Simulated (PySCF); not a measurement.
Mo(O)3 anion (MoO₃), SMILES [O]=[Mo](=[O])=[O] (connectivity only; charge and spin as stated), charge -1, multiplicity 2. Atoms are numbered in the order given.

```xyz
4

Mo     0.0000     0.0000     0.0000
O     -1.7392     0.0000     0.0000
O      0.8696     1.5062     0.0000
O      0.8696    -1.5062     0.0000
```
Charge -1, spin multiplicity 2.

Geometry optimised at PBE0-D3(BJ)/def2-SVPD. A frequency run showed that this geometry is not a minimum. The spin state was assumed, not searched. The isomer is the one that the SMILES or the coordinates give; other isomers of the formula were not compared. The def2 effective core potentials stand for the cores of Mo; spin–orbit coupling is left out.

Computed with M06-2X/def2-TZVPD in PySCF.

```
Property                                                            Value
------------------------------------------------  -----------------------
total energy                                           -293.94056 hartree
point group                                                           D3h
α spin, highest occupied and lowest empty level         -3.04 and 3.95 eV
β spin, highest occupied and lowest empty level         -4.89 and 2.02 eV
dipole moment about the centre of nuclear charge                   0.00 D
mean static polarisability                           57.4 bohr³ (8.51 Å³)
polarisability, principal values                   49.9, 61.2, 61.2 bohr³
⟨S²⟩                                              0.763 (pure state 0.75)
```
